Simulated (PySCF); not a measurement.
**AlI at PBE0**

Computed with PBE0; Al cc-pV(T+d)Z, I cc-pVTZ-PP with ECP28; scalar-relativistic core potentials (PySCF 2.14).

```
state                                           : ³Π (triplet), unpaired electrons σ ↑, π ↑, a second solution, started from another occupation
bond length                                     : 2.496 Å
harmonic wavenumber                             : 335 cm⁻¹
force constant                                  : 1.47 mdyn/Å
rotational constant Be                          : 0.1216 cm⁻¹
anharmonicity ωexe                              : 1.60 cm⁻¹
vibration–rotation constant αe                  : 0.000665 cm⁻¹
energy of the minimum from ground-state Al + I  : -1.41 eV
bond order (Mayer)                              : 1.27
dipole moment (positive dipole means Al(−)I(+)) : -1.17 D
```

These are scalar-relativistic numbers at best; spin–orbit coupling would shift them, the dissociation energy most. Counting both spins, an empty level lies below a filled one in this solution, because spin and occupation are held.
